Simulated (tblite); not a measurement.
Species: C7H13F.
Atom-mapped SMILES: `[CH2:1]=[C:2]([F:3])[CH2:4][C@H:5]([CH3:6])[CH2:7][CH3:8]` (hydrogens: H9, H10 on C1; H11, H12 on C4; H13 on C5; H14, H15, H16 on C6; H17, H18 on C7; H19, H20, H21 on C8)

The geometry is computed with GFN2-xTB (gas phase).

**Question.** What internal coordinates does the optimisation give?

**Answer.** 
```csv
bond,length (bohr),order
C1=C2,2.493,double
C2–F3,2.565,single
C2–C4,2.818,single
C4–C5,2.912,single
C5–C6,2.884,single
C5–C7,2.896,single
C7–C8,2.880,single
C1–H9,2.032,single
C1–H10,2.028,single
C4–H11,2.060,single
C4–H12,2.066,single
C5–H13,2.070,single
"C6–H14, C6–H15, C6–H16",2.055,single
C7–H17,2.065,single
C7–H18,2.065,single
"C8–H19, C8–H20, C8–H21",2.055,single
```

Bonds in one row agree within 0.02 bohr and their mean is given. Orders are formal, as drawn. A selection of angles:
```csv
angle,degrees
C2–C1–H9,121.5
C2–C1–H10,120.8
H9–C1–H10,117.8
C1–C2–F3,118.9
C1–C2–C4,128.4
F3–C2–C4,112.6
C2–C4–C5,112.0
C2–C4–H11,109.3
C2–C4–H12,108.2
C5–C4–H11,109.8
C5–C4–H12,108.7
H11–C4–H12,108.8
C4–C5–C6,109.3
C4–C5–C7,110.1
C4–C5–H13,108.1
C6–C5–C7,111.8
C6–C5–H13,108.7
C7–C5–H13,108.7
C5–C6–H14,110.6
C5–C6–H15,110.4
H14–C6–H15,108.4
H15–C6–H16,108.5
C5–C7–C8,113.2
C5–C7–H17,109.1
C5–C7–H18,108.7
C8–C7–H17,109.6
C8–C7–H18,108.6
H17–C7–H18,107.6
C7–C8–H19,111.3
C7–C8–H20,110.4
H19–C8–H20,108.5
```

Torsions: C1–C2–C4–C5 -112° (anticlinal); C2–C4–C5–C6 -169° (antiperiplanar); C4–C5–C7–C8 -167° (antiperiplanar).

The 6 C–C bonds span 1.319 Å (C1=C2, drawn double) to 1.541 Å (C4–C5, drawn single), a spread of 0.222 Å. Of the pairs four or more bonds apart, C2···H18 is among the closest relative to their van der Waals radii: 2.61 Å, 90 % of the sum of Bondi's values.

Point group: C1 (no symmetry element, even within 0.4 Å). Its GFN2-xTB frequencies are all real (lowest 40 cm⁻¹). The numbers are those of one conformer. 3 starts were optimised and ended at 0.00, 0.43 and 0.46 kcal/mol (GFN2-xTB); the lowest of these is shown.
